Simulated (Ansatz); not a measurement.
Mulliken charges of CH₄BFO, SMILES `OCBF` from r2SCAN/def2-TZVPP in Ansatz (PBE0-D4/def2-TZVP geometry).

```json
{"atom": "O1", "x (Å)": "-1.240", "y (Å)": "0.763", "z (Å)": "-0.169", "charge (e)": "-0.354"}
{"atom": "C2", "x (Å)": "0.118", "y (Å)": "0.425", "z (Å)": "-0.014", "charge (e)": "0.027"}
{"atom": "B3", "x (Å)": "0.369", "y (Å)": "-1.112", "z (Å)": "0.076", "charge (e)": "0.301"}
{"atom": "F4", "x (Å)": "-0.623", "y (Å)": "-1.977", "z (Å)": "0.007", "charge (e)": "-0.236"}
{"atom": "H5", "x (Å)": "-1.319", "y (Å)": "1.717", "z (Å)": "-0.217", "charge (e)": "0.195"}
{"atom": "H6", "x (Å)": "0.563", "y (Å)": "0.872", "z (Å)": "0.894", "charge (e)": "0.054"}
{"atom": "H7", "x (Å)": "0.744", "y (Å)": "0.800", "z (Å)": "-0.843", "charge (e)": "0.054"}
{"atom": "H8", "x (Å)": "1.481", "y (Å)": "-1.545", "z (Å)": "0.211", "charge (e)": "-0.041"}
```

**Question.** By hand: the dipole of these point charges (1 e Å = 4.8032 D).

**Answer.** Σ q r = (0.453, 0.362, 0.032) e Å, of length 0.581 e Å = 2.79 D.

**Question.** How does the dipole of the full density compare? (Estimate.)

**Answer.** Computed: (0.300, 0.450, 0.013) e Å, 2.60 D; the point charges give 1.07 times that, at 18° from its direction.

Point charges leave out the atoms' own dipoles, such as those of lone pairs, and Mulliken's split depends on the basis, so the close match here is no proof of good charges.
